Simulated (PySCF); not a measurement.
## Computed properties of CH8N2O2Si, SMILES CN[Si](N)(O)O

CH8N2O2Si, SMILES CN[Si](N)(O)O. Coordinates come from a B3LYP-D3(BJ)/def2-SVP optimisation. The structure was generated by enumeration, and PubChem lists no compound with its InChIKey, so it may never have been made. One conformer was computed; it need not be the lowest. All values are computed for the isolated molecule unless a solvent is named; none is compared with measurement here.

**Structure.** All 36 harmonic modes at B3LYP-D3(BJ)/def2-SVP (PySCF) are real, so it is a minimum. With heavy atoms numbered as in [CH3:1][NH:2][Si:3]([NH2:4])([OH:5])[OH:6], the shortest bond between them is C1–N2 at 1.450 Å and the longest Si3–N4 at 1.723 Å.

**Vibrations.** The strongest infrared lines (harmonic, unscaled, degenerate partners summed) lie at 962 cm⁻¹ (209 km/mol, Si 41 %, H 33 %, O 16 %, N 8 %), 937 cm⁻¹ (201 km/mol, Si 43 %, O 26 %, H 23 %), 830 cm⁻¹ (173 km/mol, H 65 %, O 23 %). The softest mode is at 92 cm⁻¹ and the zero-point energy is 68.9 kcal/mol.

**Electronic structure.** PBE0/def2-TZVP (PySCF) places the frontier levels at -6.71 and 0.66 eV, a gap of 7.37 eV, and gives a dipole moment of 1.69 D and a mean polarisability of 57.3 bohr³. PBE/def2-TZVP (PySCF) at the same geometry gives -5.30 and -0.20 eV, so its gap is 2.27 eV narrower. An orbital gap is neither the optical nor the fundamental gap.

**Excitations.** TDDFT-CAM-B3LYP/def2-SVPD (PySCF) has S1 at 6.05 eV (205 nm, f = 0.008, weak); the most intense of the 10 singlets computed lies at 8.28 eV (f = 0.05). T1 (TDA) is at 5.84 eV. TDDFT-PBE/def2-SVPD (PySCF) puts S1 at 4.79 eV. No vertical singlet excitation falls in the visible range (under 3.1 eV).

**NMR.** GIAO shifts at HF/pcSseg-1 (PySCF) (non-relativistic, atoms alike by connectivity averaged): ¹³C at 29.1 ppm against TMS; ¹H from 0.3 to 2.9 ppm against TMS; ²⁹Si at -52.6 ppm against TMS.

**Solvation.** SMD-M06-2X/def2-SVP (PySCF) gives -9.1 kcal/mol in water, -6.4 kcal/mol in cyclohexanone, -10.2 kcal/mol in ethanol (1 M in both phases, gas-phase geometry); of these solvents ethanol holds the molecule best.
